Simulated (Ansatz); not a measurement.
Start from `CC1=CB1` and change one atom or group to get `B1C=C1`.

Ansatz, PBE0-D4/def2-TZVP geometries, multiplicity 1. 

| property | `CC1=CB1` |
| --- | --- |
| HOMO energy (PBE0/def2-TZVPP) / eV | -7.69 |
| size of the dipole moment (PBE/def2-TZVPP) / D | 1.60 |
| zero-point energy (PBE0-D4/def2-TZVP) / kJ/mol | 184.4 |
| LUMO energy (PBE/def2-TZVPP) / eV | -0.99 |
| HOMO energy (PBE/def2-TZVPP) / eV | -6.38 |
| HOMO energy (ωB97M-V/def2-TZVPP) / eV | -9.96 |

(1) Give the same properties after the change, and the shifts. (An estimate is asked.)

Results:

(1) Computed: 
```
                                      property  `B1C=C1`  shift
            HOMO energy (PBE0/def2-TZVPP) / eV     -8.02  -0.33
size of the dipole moment (PBE/def2-TZVPP) / D      1.19  -0.41
zero-point energy (PBE0-D4/def2-TZVP) / kJ/mol     110.3  -74.1
             LUMO energy (PBE/def2-TZVPP) / eV     -1.43  -0.44
             HOMO energy (PBE/def2-TZVPP) / eV     -6.70  -0.32
         HOMO energy (ωB97M-V/def2-TZVPP) / eV    -10.30  -0.34
```

With PBE0 the HOMO falls by 0.33 eV and the LUMO falls by 0.42 eV, so the gap narrows by about 0.09 eV. PBE moves the HOMO by -0.32 eV and ωB97M-V by -0.34 eV. The zero-point energy changes by -74.1 kJ/mol with -9 modes. Dipoles are sizes alone; their direction can turn.
